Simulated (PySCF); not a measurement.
**Exercise with solution: entropy of an ideal gas**

H3Sb, SMILES [SbH3].

Coordinates come from a PBE-D3(BJ)/def2-TZVPD optimisation. The def2 effective core potentials stand for the cores of Sb; spin–orbit coupling is left out.

PBE-D3(BJ)/def2-TZVPD (PySCF) gives the harmonic wavenumbers 775, 810, 810, 1883, 1894, 1894 cm⁻¹ and the rotational temperatures 4.1160, 4.1160, 4.0048 K. The molar mass is 124.78 g/mol, the symmetry number 3, the spin multiplicity 1.

Task: Work out the entropy at 298.15 K and 1 atm in the rigid-rotor, harmonic-oscillator model.

Result: 
Translation (Sackur–Tetrode at 1 atm): S = R[1.5 ln M + 2.5 ln T − 1.16487] = 168.9 J/(mol K).
Rotation: q = (√π/σ) T^1.5/√(θA θB θC) = 369, S = R[ln q + 3/2] = 61.6 J/(mol K).
Vibration: with u = 1.4388 ν/T, each mode gives R[u/(e^u − 1) − ln(1 − e^−u)]:
```
ν (cm⁻¹)  modes     u  S (J/(mol K))
--------  -----  ----  -------------
775           1  3.74           0.96
810           2  3.91           1.67
1883          1  9.09           0.01
1894          2  9.14           0.02
```
These are all the modes. Sum 2.7 J/(mol K).
Spin: R ln 1 = 0.0 J/(mol K).
Total 233.2 J/(mol K); the program's own thermochemistry gives 233.2. Translation makes up 72 % and vibration 1 %. Anharmonicity, hindered rotation and orbital degeneracy are left out.
